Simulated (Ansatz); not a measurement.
## Ansatz (development build ahead of 0.2.0) run

```yaml
crystal:
  periodic: [false, false, false]
  atoms:
    - { symbol: C, position_ang: [1.36165, -0.00959, -0.023] }
    - { symbol: C, position_ang: [0.68636, 1.19899, -0.04386] }
    - { symbol: C, position_ang: [-0.72225, 1.24863, 0.03308] }
    - { symbol: C, position_ang: [-1.40839, 0.00432, 0.0497] }
    - { symbol: C, position_ang: [-0.75066, -1.20433, 0.00508] }
    - { symbol: C, position_ang: [0.75021, -1.22204, 0.01401] }
    - { symbol: C, position_ang: [2.81733, 0.00651, 0.04903] }
    - { symbol: H, position_ang: [1.28489, 2.19379, 0.003] }
    - { symbol: H, position_ang: [-1.27385, 2.18846, -0.0322] }
    - { symbol: H, position_ang: [-2.44813, -0.00908, -0.01487] }
    - { symbol: H, position_ang: [-1.25922, -2.19389, -0.03554] }
    - { symbol: H, position_ang: [1.20804, -2.15362, -0.02987] }
    - { symbol: H, position_ang: [3.38705, -0.96801, -0.03346] }
    - { symbol: H, position_ang: [3.37485, 0.98354, -0.00806] }
basis:
  gaussian: { orbitals: def2-SVP }
magnetization:
  spin_polarized: true
  initial_magnetization: 1
hamiltonian:
  xc: hf
```

The input is written out in the form of the current development build from the run's settings.

Output:

- Converged: yes
- Total energy: -268.91424 hartree
- Spin squared of the determinant: 1.436

Caution: the unrestricted determinant is spin contaminated.
